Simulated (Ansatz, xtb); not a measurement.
**C5H5FOS: which of two isomers lies lower**

We compare I, `COc1cscc1F`, a singlet, with II, `COc1ccsc1F`, a singlet. Both are isolated molecules in the gas phase, relaxed with PBE0-D3(BJ)/def2-SVP; the shapes shown needn't be the lowest conformers.

I (Å):

```json
{"atom": "C", "x (Å)": "1.9571", "y (Å)": "0.1523", "z (Å)": "1.8400"}
{"atom": "C", "x (Å)": "1.1307", "y (Å)": "-0.3888", "z (Å)": "-0.2717"}
{"atom": "C", "x (Å)": "-0.0570", "y (Å)": "0.2920", "z (Å)": "-0.1571"}
{"atom": "C", "x (Å)": "0.1624", "y (Å)": "-0.8433", "z (Å)": "-2.3558"}
{"atom": "C", "x (Å)": "1.2406", "y (Å)": "-1.0372", "z (Å)": "-1.5451"}
{"atom": "F", "x (Å)": "2.3084", "y (Å)": "-1.7502", "z (Å)": "-1.8651"}
{"atom": "O", "x (Å)": "2.1278", "y (Å)": "-0.5051", "z (Å)": "0.6146"}
{"atom": "S", "x (Å)": "-1.0162", "y (Å)": "0.1396", "z (Å)": "-1.5825"}
{"atom": "H", "x (Å)": "1.8482", "y (Å)": "1.2428", "z (Å)": "1.7005"}
{"atom": "H", "x (Å)": "2.8548", "y (Å)": "-0.0455", "z (Å)": "2.4385"}
{"atom": "H", "x (Å)": "1.0711", "y (Å)": "-0.2266", "z (Å)": "2.3805"}
{"atom": "H", "x (Å)": "-0.4222", "y (Å)": "0.8752", "z (Å)": "0.6846"}
{"atom": "H", "x (Å)": "0.0162", "y (Å)": "-1.2324", "z (Å)": "-3.3611"}
```

II (Å):

```tsv
atom	x (Å)	y (Å)	z (Å)
C	-0.9441	0.4631	-0.5379
C	1.3077	-0.1917	-0.5586
C	1.3206	-0.7123	0.7737
C	2.5429	-1.2101	1.1372
C	2.5418	-0.3232	-1.1481
F	2.8706	0.0546	-2.3697
O	0.2755	0.3654	-1.2184
S	3.7094	-1.0647	-0.1158
H	-1.6540	0.9386	-1.2264
H	-1.3373	-0.5294	-0.2530
H	-0.8597	1.0863	0.3706
H	0.4572	-0.7181	1.4382
H	2.8253	-1.6608	2.0867
```

Quicker runs give these differences E(II) − E(I): GFN2-xTB +17.1 kJ/mol; HF/STO-3G +9.6 kJ/mol (at GFN2-xTB geometries); r2SCAN-D4/def2-SVP +27.8 kJ/mol (at GFN2-xTB geometries).

Problem. Estimate E(II) − E(I) at the level CCSD(T)/def2-SVP + ΔMP2/def2-TZVPP.

Solution. Calculated at CCSD(T)/def2-SVP + ΔMP2/def2-TZVPP: E(II) − E(I) = +27.7 kJ/mol, so structure I lies lower.

Level by level:

```csv
level,geometry,E(II) − E(I) (kJ/mol),departure from the last row (kJ/mol),"job, with rough time for the two"
GFN2-xTB,GFN2-xTB,+17.1,−10.6,"optimisation, 0.14 s"
HF/STO-3G,GFN2-xTB,+9.6,−18.1,"single point, 0.62 s"
r2SCAN-D4/def2-SVP,GFN2-xTB,+27.8,+0.1,"single point, 7.2 s"
PBE0-D3(BJ)/def2-SVP,PBE0-D3(BJ)/def2-SVP,+28.3,+0.6,"optimisation, 47 s"
HF/def2-SVP,PBE0-D3(BJ)/def2-SVP,+33.4,+5.7,part of the CCSD(T) run
MP2/def2-SVP,PBE0-D3(BJ)/def2-SVP,+29.0,+1.3,part of the CCSD(T) run
CCSD(T)/def2-SVP,PBE0-D3(BJ)/def2-SVP,+27.8,+0.1,single point
CCSD(T)/def2-SVP + ΔMP2/def2-TZVPP,PBE0-D3(BJ)/def2-SVP,+27.7,,"single point, 2.7 min"
```

As drawn, both hold the same kinds of bond in the same numbers.

None of the levels shown reverses the order. The largest departure from CCSD(T)/def2-SVP + ΔMP2/def2-TZVPP is that of HF/STO-3G, 18.1 kJ/mol. The last row adds to CCSD(T) the change of the MP2 difference between the two basis sets, here −0.1 kJ/mol.

With thermal terms from frequencies at re-optimised GFN2-xTB minima (ideal gas, soft modes damped towards free rotors, one conformer each, 298.15 K, 1 atm): the zero-point term adds −0.1 kJ/mol; ΔH is +27.8 and ΔG +27.1 kJ/mol.

The correlated steps freeze 12 core orbitals. Run with Ansatz 0.2.0, xtb 6.7.1; the last row on 2 threads of Arm Neoverse V1 on a shared host.
